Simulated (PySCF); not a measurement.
A side-by-side comparison of computed properties.

First species: GeCl3(NHEt), C2H6Cl3GeN.
SMILES: `[Cl][Ge]([Cl])([NH]CC)[Cl]`

Second species: CH3FOSi.
SMILES: `O=C[SiH2]F`

Levels: B3LYP/def2-SVPD for HOMO energy, LUMO energy, HOMO–LUMO gap and static isotropic polarisability; TDDFT B3LYP/def2-SVPD for lowest singlet excitation; TDA B3LYP/def2-SVPD for lowest triplet excitation (Tamm–Dancoff); ΔSCF B3LYP/def2-SVPD for vertical ionisation energy. Geometries: PBE0-D3(BJ)/def2-SVP. All species are isolated and taken at one optimised geometry, non-relativistic unless stated; the electronic structure was computed with PySCF and density fitting.

The conformers computed, where there is a choice (atom-mapped SMILES and torsion angles):
- `[O:1]=[CH:2][SiH2:3][F:4]`: O1–C2–Si3–F4 179°

Problem. Which has the higher HOMO–LUMO gap?

Solution. The first: 5.64 eV against 4.96 eV, a difference of 0.68 eV.

Problem. Which has the higher T1 energy?

Solution. The first: 4.36 eV against 2.53 eV, a difference of 1.83 eV.

Problem. Which has the higher static isotropic polarisability?

Solution. The first: 104.0 au against 42.2 au, a difference of 61.8 au.

Problem. Which of the two has the higher vertical ionisation energy, and by how much?

Solution. The second: 10.03 eV against 9.56 eV, a difference of 0.47 eV.

Problem. Which of the two has the higher HOMO energy, and by how much?

Solution. The second: -7.35 eV against -7.51 eV, a difference of 0.16 eV.

Problem. Which of the two has the higher S1 energy, and by how much?

Solution. The first: 4.68 eV against 3.22 eV, a difference of 1.46 eV.

Problem. Which of the two has the higher LUMO energy, and by how much?

Solution. The first: -1.87 eV against -2.39 eV, a difference of 0.52 eV.

On the first: No computed singlet falls in the visible range (750 to 380 nm, 1.65 to 3.26 eV); S1 lies 1.42 eV above its blue end. The principal polarisabilities are 97.8, 101.3 and 113.0 au; their mean is the isotropic value. The calculation is non-relativistic and has no spin–orbit coupling, an omission that weighs most on germanium.

On the second: 1 of the 10 computed singlets lies in the visible range (750 to 380 nm, 1.65 to 3.26 eV), with an oscillator strength of 0.001. The principal polarisabilities are 35.7, 42.4 and 48.7 au; their mean is the isotropic value.
